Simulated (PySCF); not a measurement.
Gas-phase reaction: TeF₆ ⇌ TeF₄ + F₂

Method: PySCF energies (xtb for GFN2) plus ideal-gas RRHO corrections (1 bar). † marks an energy on the PBE0/def2-TZVP geometry and frequencies; other levels use their own. CCSD(T) freezes the core. All species are closed-shell singlets. Te: scalar-relativistic def2 core potential, no spin-orbit coupling. CCSD(T) isn't extrapolated to the basis-set limit. Warning, point group unlike the PBE0 one: TeF₄ (GFN2-xTB).

| level | ΔH°(298 K), kJ |
|---|---|
| BLYP/def2-TZVP† | … |
| CCSD(T)/def2-SVP† | 368 |
| GFN2-xTB | 346 |
| PBE/def2-SVP | … |
| LDA/def2-TZVP† | 435 |

Q: What belongs in the gaps?

A: 
- BLYP/def2-TZVP†, ΔH°(298 K), kJ: 338
- PBE/def2-SVP, ΔH°(298 K), kJ: 346
